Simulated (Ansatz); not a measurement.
A geometry relaxed with PBE-D3(BJ)/def2-TZVP run with Ansatz (a program for electronic structure), charge 0, multiplicity 1:

```xyz
7

B      1.0770     0.1093    -0.1569
H     -1.3869    -1.4457    -0.3686
Br     2.2185    -1.4120    -0.3773
H     -1.2009     0.0243     1.5615
H     -1.6540     0.9726    -0.6254
Si    -0.9115    -0.1070     0.0963
Br     1.8577     1.8585    -0.1295
```

Q: Write the SMILES of this molecule.

A: `[SiH3]B(Br)Br`
